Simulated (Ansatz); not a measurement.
Ideal-gas functions of CH$_{3}$GeNS, SMILES `N#C[S][GeH3]` at 500 K and 1 bar, from an Ansatz frequency run at PBE0-D4/def2-TZVP.

Molar mass 133.72 g/mol, point group Cs (symmetry number 1), electronic degeneracy 1, moments of inertia 62.604, 255.325, 311.406 u Å². Harmonic wavenumbers (cm⁻¹, unscaled): 98, 103, 361, 422, 449, 560, 581, 724, 815, 860, 871, 2181, 2199, 2201, 2290.

Use S(trans) = R[1.5 ln M + 2.5 ln T − 1.1517]; rotational temperatures θ = 24.2544 K / I; S(rot) = R[ln(√π/σ · √(T³/θAθBθC)) + 1.5]; for each mode x = 1.438777 ν̃/T, S = R[x/(eˣ − 1) − ln(1 − e⁻ˣ)] and H = RT x/(eˣ − 1); 1 cm⁻¹ = 0.0119627 kJ/mol; R = 8.31446 J/(mol·K).

**Question.** By hand: the entropy, in J/(mol·K).

**Answer.** Translation 180.7. Rotation: θ = 0.3874, 0.095, 0.0779 K, giving 119.1. Vibration, mode by mode: 18.87, 18.46, 8.36, 7.19, 6.74, 5.19, 4.95, 3.57, 2.90, 2.62, 2.56, 0.11, 0.11, 0.11, 0.09, in all 81.8. Electronic 0.0. Sum 381.6 J/(mol·K).

**Question.** By hand: H − E and G − E in kJ/mol, counted from the electronic energy.

**Answer.** Zero-point energy ½ × 14715 × 0.0119627 = 88.0; thermal vibration 21.3; translation, rotation and pV give 4 RT = 16.6. H − E = 125.9 kJ/mol, and G − E = 125.9 − 500 × 381.6/1000 = -64.9 kJ/mol.

Vibration gives 21 % of the entropy, 37.3 J/(mol·K) of it from the modes under 150 cm⁻¹: soft modes count most, and the harmonic formula is weakest for them.
